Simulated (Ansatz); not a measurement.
Results of the Gaussian-basis code of Ansatz.

Basis-set series for `OC1(F)BC1`. Total charge 0; spin multiplicity 1. Geometry: relaxed with PBE0-D4/def2-TZVP. It is one conformer, not always the lowest.

| functional | basis | functions | energy (Eh) | HOMO (eV) | LUMO (eV) |
| --- | --- | --- | --- | --- | --- |
| PBE0-D4 | def2-TZVPP | 211 | -278.27228 | -7.45 | -2.01 |
| PBE0-D4 | def2-QZVPP | 405 | -278.28746 | -7.49 | -2.04 |
| ωB97M-V | def2-TZVPP | 211 | -278.47974 | -9.76 | 0.04 |
| ωB97M-V | def2-QZVPP | 405 | -278.49402 | -9.80 | -0.02 |

**Question.** Give the rows for def2-SVP. (Best estimate.)

**Answer.** The calculation gave: 
| functional | basis | functions | energy (Eh) | HOMO (eV) | LUMO (eV) |
| --- | --- | --- | --- | --- | --- |
| PBE0-D4 | def2-SVP | 90 | -277.94677 | -7.31 | -1.89 |
| ωB97M-V | def2-SVP | 90 | -278.14420 | -9.60 | 0.23 |

Positive LUMOs are unbound and depend on the basis.
